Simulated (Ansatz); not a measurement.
Single points on Si19H28, a nanocrystal cut from cubic silicon.

```yaml
crystal:
  periodic: [false, false, false]
  atoms:
    - {symbol: Si, position_ang: [-3.484908, -0.747444, -1.916529]}
    - {symbol: Si, position_ang: [-3.486608, 1.915248, 0.741694]}
    - {symbol: Si, position_ang: [-0.742729, -3.487217, -1.914234]}
    - {symbol: Si, position_ang: [-0.709636, -0.709635, 0.708976]}
    - {symbol: Si, position_ang: [1.916228, -3.484975, 0.747808]}
    - {symbol: Si, position_ang: [2.001862, -0.719164, -1.998096]}
    - {symbol: Si, position_ang: [1.913184, -0.743205, 3.487528]}
    - {symbol: Si, position_ang: [-0.718593, 1.998565, -2.001598]}
    - {symbol: Si, position_ang: [1.998209, 2.001394, 0.719883]}
    - {symbol: Si, position_ang: [-0.748728, 1.914802, 3.485442]}
    - {symbol: Si, position_ang: [-2.336217, -2.341008, -3.216244]}
    - {symbol: Si, position_ang: [-2.071819, 0.641228, -0.643960]}
    - {symbol: Si, position_ang: [-2.341036, 3.216056, 2.336751]}
    - {symbol: Si, position_ang: [0.711767, 0.708127, -3.360063]}
    - {symbol: Si, position_ang: [0.643618, -2.072236, -0.641185]}
    - {symbol: Si, position_ang: [0.640507, 0.643058, 2.072129]}
    - {symbol: Si, position_ang: [3.215749, -2.336542, 2.341757]}
    - {symbol: Si, position_ang: [3.360065, 0.711572, -0.707749]}
    - {symbol: Si, position_ang: [0.708648, 3.360116, -0.710975]}
    - {symbol: H, position_ang: [-4.375890, 0.095625, -2.794675]}
    - {symbol: H, position_ang: [-4.365881, -1.495366, -0.944839]}
    - {symbol: H, position_ang: [-4.369420, 0.944426, 1.488596]}
    - {symbol: H, position_ang: [-4.375726, 2.793137, -0.103627]}
    - {symbol: H, position_ang: [-1.490752, -4.368096, -0.942535]}
    - {symbol: H, position_ang: [0.101883, -4.378159, -2.790926]}
    - {symbol: H, position_ang: [-1.583071, -1.582825, 1.581661]}
    - {symbol: H, position_ang: [0.944566, -4.366257, 1.495367]}
    - {symbol: H, position_ang: [2.794709, -4.375709, -0.095164]}
    - {symbol: H, position_ang: [2.870004, -1.603402, -2.863669]}
    - {symbol: H, position_ang: [0.941284, -1.491529, 4.367932]}
    - {symbol: H, position_ang: [2.789256, 0.101552, 4.378952]}
    - {symbol: H, position_ang: [-1.602806, 2.864489, -2.869422]}
    - {symbol: H, position_ang: [2.863817, 2.868954, 1.604662]}
    - {symbol: H, position_ang: [-1.497594, 0.942397, 4.364804]}
    - {symbol: H, position_ang: [0.093968, 2.791670, 4.378027]}
    - {symbol: H, position_ang: [-3.330443, -3.336636, -3.765668]}
    - {symbol: H, position_ang: [-1.663692, -1.668784, -4.382284]}
    - {symbol: H, position_ang: [-3.337143, 3.765472, 3.330541]}
    - {symbol: H, position_ang: [-1.667577, 4.381946, 1.665099]}
    - {symbol: H, position_ang: [-0.062536, -0.068376, -4.392897]}
    - {symbol: H, position_ang: [1.649817, 1.646226, -4.084126]}
    - {symbol: H, position_ang: [4.381638, -1.663611, 1.669651]}
    - {symbol: H, position_ang: [3.765091, -3.330848, 3.337349]}
    - {symbol: H, position_ang: [4.393776, -0.062247, 0.068156]}
    - {symbol: H, position_ang: [4.083177, 1.650094, -1.646244]}
    - {symbol: H, position_ang: [-0.067626, 4.393634, 0.062739]}
    - {symbol: H, position_ang: [1.647629, 4.083455, -1.648828]}
basis:
  gaussian: {orbitals: def2-SVP, fitting: {mean_field: def2-universal-jkfit}, initial_orbitals: start.molden}
hamiltonian: {xc: pbe0, dispersion: d4}
scf: {omitted_lower_state_checks: [starts]}
output: {orbitals: {seedname: orbitals}}
```

The file start.molden holds the orbitals of an earlier run on this structure, at another level or in another basis.

```sh
$ ansatz run in.yaml --threads 2 --pin off --events-out ev --progress --plain --max-ram 22528MiB --backend cuda --devices 0, --max-vram 18GiB
```

Output, abridged:

```
Functional definition: PBE0
2936 factors; integrals over basis functions are off by at most 3.3e-1 eV
mean field evaluation 1: about -150026.3716 eV, gradient 8.0e0 eV
mean field evaluation 2: about -150026.6144 eV, gradient 1.8e-1 eV
mean field evaluation 4: about -150026.6068 eV, gradient 2.3e-4 eV
mean field -150026.60680950 eV, -5513.3761085628 hartree, gradient 1.1e-5 eV, S^2 0.000000; 0 other end points of the search recorded, 0 dependent functions left out
reference -150026.60687212 eV, -5513.3761108638 hartree; 147, 147 occupied and 335, 335 virtual orbitals, 2936 factors
Total energy: -150029.45989173 eV, -5513.4809574007 hartree
Checks for a lower state left out: starts
```

Run time 3.9 s (2 threads of AMD EPYC 7R13 on a shared host and a share (18 GiB) of an NVIDIA H100 80GB HBM3).

The first input with `gaussian: {orbitals: def2-TZVP, fitting: {mean_field: def2-universal-jkfit}, initial_orbitals: start.molden}` (abridged; 7 s):

```
Functional definition: PBE0
mean field -150077.69846151 eV, -5515.2536921428 hartree, gradient 1.5e-5 eV, S^2 0.000000
Total energy: -150080.55156192 eV, -5515.3585416491 hartree
Checks for a lower state left out: starts
```

As the first input, with `gaussian: {orbitals: def2-TZVP, fitting: {mean_field: def2-universal-jkfit}, initial_orbitals: start.molden}`, `hamiltonian: {xc: hf}` (abridged; 4.4 s):

```
Functional definition: HF
mean field -149834.10324515 eV, -5506.3017330562 hartree, gradient 1.0e-5 eV, S^2 0.000000
Total energy: -149834.10324515 eV, -5506.3017330562 hartree
Checks for a lower state left out: starts
```

First input, but with `gaussian: {orbitals: def2-TZVP, fitting: {mean_field: def2-universal-jkfit}, initial_orbitals: start.molden}`, `hamiltonian: {xc: {name: B97M-V}}`, `output: {forces: true, orbitals: {seedname: orbitals}}` (abridged; 14 s):

```
Functional definition: B97M-V
mean field -150103.33885048 eV, -5516.1959590579 hartree, gradient 2.6e-5 eV, S^2 0.000000
Total energy: -150103.33901370 eV, -5516.1959650560 hartree
Atom 0 force    -0.117977    -0.024377    -0.020342 eV/Å
Atom 1 force    -0.118386     0.020516     0.024385 eV/Å
Atom 2 force    -0.024069    -0.117930    -0.020143 eV/Å
Atom 3 force    -0.017543    -0.017681     0.019938 eV/Å
Atom 4 force     0.020396    -0.118136     0.024148 eV/Å
Atom 5 force     0.078426     0.008355    -0.079523 eV/Å
Atom 6 force     0.020011    -0.024265     0.117535 eV/Å
Atom 7 force     0.008233     0.078267    -0.079706 eV/Å
Atom 8 force     0.079092     0.078882    -0.007501 eV/Å
Atom 9 force    -0.024341     0.020209     0.117171 eV/Å
Atom 10 force    -0.079605    -0.079629    -0.116734 eV/Å
Atom 11 force    -0.129115     0.000453     0.000322 eV/Å
Atom 12 force    -0.078539     0.116232     0.078168 eV/Å
Atom 13 force     0.044294     0.044142    -0.143837 eV/Å
Atom 14 force     0.000416    -0.128568     0.000590 eV/Å
Atom 15 force    -0.000272     0.000028     0.131109 eV/Å
Atom 16 force     0.115984    -0.078145     0.078554 eV/Å
Atom 17 force     0.145847     0.044928    -0.045234 eV/Å
Atom 18 force     0.045037     0.145876    -0.045285 eV/Å
Atom 19 force     0.147185    -0.151493     0.165762 eV/Å
Atom 20 force     0.154733     0.147275    -0.176987 eV/Å
Atom 21 force     0.155250     0.176948    -0.147001 eV/Å
Atom 22 force     0.146650    -0.165917     0.151709 eV/Å
Atom 23 force     0.147206     0.154674    -0.177009 eV/Å
Atom 24 force    -0.151693     0.147141     0.165457 eV/Å
Atom 25 force     0.136418     0.136413    -0.136510 eV/Å
Atom 26 force     0.176947     0.154675    -0.146863 eV/Å
Atom 27 force    -0.165904     0.146843     0.151181 eV/Å
Atom 28 force    -0.142759     0.147152     0.142392 eV/Å
Atom 29 force     0.176564     0.147642    -0.154547 eV/Å
Atom 30 force    -0.165315    -0.151921    -0.147407 eV/Å
Atom 31 force     0.147190    -0.142397     0.142821 eV/Å
Atom 32 force    -0.142372    -0.142674    -0.147210 eV/Å
Atom 33 force     0.147549     0.176672    -0.154278 eV/Å
Atom 34 force    -0.151502    -0.165475    -0.147596 eV/Å
Atom 35 force     0.194068     0.194302     0.097507 eV/Å
Atom 36 force    -0.147105    -0.147099     0.224908 eV/Å
Atom 37 force     0.194819    -0.097422    -0.194537 eV/Å
Atom 38 force    -0.147538    -0.225599     0.146739 eV/Å
Atom 39 force     0.179374     0.179979     0.203353 eV/Å
Atom 40 force    -0.186459    -0.186450     0.135471 eV/Å
Atom 41 force    -0.225174    -0.147238     0.146401 eV/Å
Atom 42 force    -0.097204     0.194228    -0.194635 eV/Å
Atom 43 force    -0.204480     0.177981    -0.178683 eV/Å
Atom 44 force    -0.135520    -0.187269     0.187268 eV/Å
Atom 45 force     0.178493    -0.204525    -0.178460 eV/Å
Atom 46 force    -0.187309    -0.135604     0.187138 eV/Å
Dipole moment:     0.055438     0.055283    -0.055328 e Å
Checks for a lower state left out: starts
```

As the first input, with `gaussian: {orbitals: def2-TZVP, fitting: {mean_field: def2-universal-jkfit}, initial_orbitals: start.molden}`, `hamiltonian: {xc: {name: B3LYP}, dispersion: d4}` (abridged; 6 s):

```
Functional definition: B3LYP
mean field -150149.32726874 eV, -5517.8860022566 hartree, gradient 1.0e-5 eV, S^2 0.000000
Total energy: -150154.38170612 eV, -5518.0717494046 hartree
Checks for a lower state left out: starts
```

Geometry: PBE-D4/def2-SVP.

B3LYP takes the VWN-RPA correlation. Single mean-field runs in def2-SVP, def2-TZVP are fitted with def2-universal-jkfit.
